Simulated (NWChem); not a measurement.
System: C$_{2}$H$_{4}$BF$_{2}$N; SMILES C=C(F)B(N)F

The following NWChem deck was run.

```
start job
memory heap 200 mb stack 900 mb global 1100 mb
geometry units angstroms noautoz
  C     -1.193202    -1.537974     0.169692
  C     -0.094460    -0.802695    -0.011817
  F      1.087462    -1.446134    -0.220322
  B      0.032841     0.764350     0.014760
  N     -1.068708     1.612591    -0.151305
  F      1.246455     1.303426     0.214111
  H     -1.163496    -2.623213     0.149999
  H     -2.149490    -1.062483     0.359258
  H     -1.999080     1.289833    -0.369764
  H     -0.977885     2.618008    -0.099429
end
basis spherical
  * library def2-svp
end
dft
  xc xpbe96 cpbe96
  iterations 150
  mulliken
end
task dft energy
```

Excerpt of the output:

```
             Northwest Computational Chemistry Package (NWChem) 7.3.0
             --------------------------------------------------------

 C1  symmetry detected

                             Geometry "geometry" -> ""
                             -------------------------

 Output coordinates in angstroms (scale by  1.889725989 to convert to a.u.)

  No.       Tag          Charge          X              Y              Z
 ---- ---------------- ---------- -------------- -------------- --------------
    1 C                    6.0000    -1.18056603    -1.53785056     0.20706890
    2 C                    6.0000    -0.08474814    -0.80309451     0.00674063
    3 F                    9.0000     1.09867810    -1.44704474    -0.19139605
    4 B                    5.0000     0.03750599     0.76456089    -0.00049611
    5 N                    7.0000    -1.06727227     1.60552648    -0.18144493
    6 F                    9.0000     1.24990869     1.31165898     0.18380271
    7 H                    1.0000    -1.14736960    -2.62316180     0.21045338
    8 H                    1.0000    -2.13786492    -1.06148996     0.38920378
    9 H                    1.0000    -1.99719629     1.27519634    -0.39028086
   10 H                    1.0000    -0.97958934     2.61210790    -0.15129832

 Effective nuclear repulsion energy (a.u.)     215.8025177300

  pbe96 is a nonlocal functional; adding pw91lda local functional.

                                 NWChem DFT Module
                                 -----------------

 Summary of "ao basis" -> "ao basis" (spherical)
 ------------------------------------------------------------------------------
       Tag                 Description            Shells   Functions and Types
 ---------------- ------------------------------  ------  ---------------------
 C                          def2-svp                 6       14   3s2p1d
 F                          def2-svp                 6       14   3s2p1d
 B                          def2-svp                 6       14   3s2p1d
 N                          def2-svp                 6       14   3s2p1d
 H                          def2-svp                 3        5   2s1p

            General Information
            -------------------
          SCF calculation type: DFT
          Wavefunction type:  closed shell.
          No. of atoms     :    10
          No. of electrons :    46
           Alpha electrons :    23
            Beta electrons :    23
          Charge           :     0
          Spin multiplicity:     1
          Use of symmetry is: off; symmetry adaption is: off
          Maximum number of iterations: 150
          AO basis - number of functions:   104
                     number of shells:    48
          Convergence on energy requested:  1.00D-06
          Convergence on density requested:  1.00D-05
          Convergence on gradient requested:  5.00D-04

              XC Information
              --------------
          PerdewBurkeErnzerhof Exchange Functional  1.000
            Perdew 1991 LDA Correlation Functional  1.000 local
           PerdewBurkeErnz. Correlation Functional  1.000 non-local

             Grid Information
             ----------------
          Grid used for XC integration:  medium
          Radial quadrature: Mura-Knowles
          Angular quadrature: Lebedev.
          Tag              B.-S. Rad. Rad. Pts. Rad. Cut. Ang. Pts.
          ---              ---------- --------- --------- ---------
          C                   0.70       49          11.0       434
          F                   0.50       49          12.0       434
          B                   0.85       49          10.0       434
          N                   0.65       49          11.0       434
          H                   0.35       45          12.0       434
          Grid pruning is: on
          Number of quadrature shells:   474
          Spatial weights used:  Erf1

      Superposition of Atomic Density Guess
      -------------------------------------

 Sum of atomic energies:        -354.57993609

      Non-variational initial energy
      ------------------------------

 Total energy =    -357.199369
 1-e energy   =    -915.374519
 2-e energy   =     342.372633
 HOMO         =      -0.309129
 LUMO         =      -0.014605

     ---------------------------------------------
      Total Density - Mulliken Population Analysis
     ---------------------------------------------

    Atom       Charge   Shell Charges
 -----------   ------   -------------------------------------------------------
    1 C    6     6.30   1.99  0.97  0.26  2.04  1.02  0.02
    2 C    6     5.61   1.99  0.95  0.28  1.67  0.66  0.06
    3 F    9     9.41   1.99  1.14  0.78  3.44  2.06  0.00
    4 B    5     4.54   1.99  0.83  0.13  1.19  0.24  0.16
    5 N    7     7.49   1.99  1.01  0.36  2.60  1.51  0.01
    6 F    9     9.38   1.99  1.15  0.73  3.51  2.00  0.00
    7 H    1     0.89   0.66  0.20  0.03
    8 H    1     0.88   0.66  0.20  0.03
    9 H    1     0.75   0.59  0.12  0.05
   10 H    1     0.75   0.59  0.12  0.05

   convergence    iter        energy       DeltaE   RMS-Dens  Diis-err
 ---------------- ----- ----------------- --------- --------- ---------
 d= 0,ls=0.0,diis     1   -357.2105467038 -5.73D+02  1.78D-02  9.97D-01
 d= 0,ls=0.0,diis     2   -357.0400707015  1.70D-01  1.03D-02  3.09D+00
 d= 0,ls=0.0,diis     3   -357.3219500392 -2.82D-01  1.64D-03  5.85D-02
 d= 0,ls=0.0,diis     4   -357.3255313403 -3.58D-03  7.84D-04  1.46D-02
 d= 0,ls=0.0,diis     5   -357.3267558922 -1.22D-03  2.88D-04  2.30D-03
  Resetting Diis
 d= 0,ls=0.0,diis     6   -357.3270241440 -2.68D-04  5.45D-05  7.63D-05
 d= 0,ls=0.0,diis     7   -357.3270303465 -6.20D-06  3.29D-05  4.38D-06
 d= 0,ls=0.0,diis     8   -357.3270292975  1.05D-06  2.17D-05  1.68D-05
 d= 0,ls=0.0,diis     9   -357.3270307137 -1.42D-06  2.72D-06  8.21D-08
 d= 0,ls=0.0,diis    10   -357.3270307177 -3.96D-09  1.44D-06  3.92D-08

         Total DFT energy =     -357.327030717695
      One electron energy =     -919.890485623581
           Coulomb energy =      390.600411006749
    Exchange-Corr. energy =      -43.839473830828
 Nuclear repulsion energy =      215.802517729964

 Numeric. integr. density =       46.000000833680

                       DFT Final Molecular Orbital Analysis
                       ------------------------------------

 Vector   21  Occ=2.000000D+00  E=-2.800438D-01
              MO Center=  3.9D-01, -5.5D-01, -3.4D-02, r^2= 2.6D+00
   Bfn.  Coefficient  Atom+Function         Bfn.  Coefficient  Atom+Function
  ----- ------------  ---------------      ----- ------------  ---------------
    33      0.413147   3 F  py               17      0.310484   2 C  s
    19      0.309423   2 C  py               36     -0.281610   3 F  py
    47      0.271609   4 B  py               75     -0.251160   6 F  py
     3     -0.226812   1 C  s                44      0.180316   4 B  s
    78      0.171946   6 F  py                5     -0.143919   1 C  py

 Vector   22  Occ=2.000000D+00  E=-2.622331D-01
              MO Center= -5.9D-01,  1.1D+00, -1.0D-01, r^2= 2.4D+00
   Bfn.  Coefficient  Atom+Function         Bfn.  Coefficient  Atom+Function
  ----- ------------  ---------------      ----- ------------  ---------------
    62      0.474373   5 N  pz               65     -0.372220   5 N  pz
    76     -0.239190   6 F  pz               48      0.185328   4 B  pz
    79      0.176635   6 F  pz               34     -0.157690   3 F  pz
    20     -0.118979   2 C  pz               37      0.116290   3 F  pz
     6     -0.109112   1 C  pz               60     -0.100958   5 N  px

 Vector   23  Occ=2.000000D+00  E=-2.252513D-01
              MO Center= -5.6D-01, -8.7D-01,  4.1D-02, r^2= 2.8D+00
   Bfn.  Coefficient  Atom+Function         Bfn.  Coefficient  Atom+Function
  ----- ------------  ---------------      ----- ------------  ---------------
     6      0.395696   1 C  pz               20      0.313921   2 C  pz
    34      0.292958   3 F  pz                9      0.290601   1 C  pz
    62      0.235515   5 N  pz               37     -0.219046   3 F  pz
    65     -0.192040   5 N  pz               23      0.161041   2 C  pz
     4      0.071807   1 C  px               18      0.052897   2 C  px

 Vector   24  Occ=0.000000D+00  E=-5.583511D-02
              MO Center= -4.8D-01, -5.2D-01,  5.6D-02, r^2= 3.0D+00
   Bfn.  Coefficient  Atom+Function         Bfn.  Coefficient  Atom+Function
  ----- ------------  ---------------      ----- ------------  ---------------
     9      0.472299   1 C  pz               23     -0.383220   2 C  pz
     6      0.375983   1 C  pz               48      0.352324   4 B  pz
    20     -0.338077   2 C  pz               51     -0.204196   4 B  pz
    65      0.201461   5 N  pz               62     -0.189096   5 N  pz
    34     -0.149863   3 F  pz               76     -0.149243   6 F  pz

 Vector   25  Occ=0.000000D+00  E= 2.093425D-02
              MO Center= -1.8D+00,  1.2D+00, -1.8D-01, r^2= 4.5D+00
   Bfn.  Coefficient  Atom+Function         Bfn.  Coefficient  Atom+Function
  ----- ------------  ---------------      ----- ------------  ---------------
    59      1.183019   5 N  s                96     -0.940862   9 H  s
    91     -0.698464   8 H  s               101     -0.674770  10 H  s
     3      0.579638   1 C  s                45     -0.503677   4 B  s
     7     -0.309515   1 C  px               63     -0.254441   5 N  px
    17      0.238993   2 C  s                58      0.230992   5 N  s

[...]
```

Level: PBE/def2-SVP. All runs use the structure optimised with B3LYP/6-31G* (spherical d).
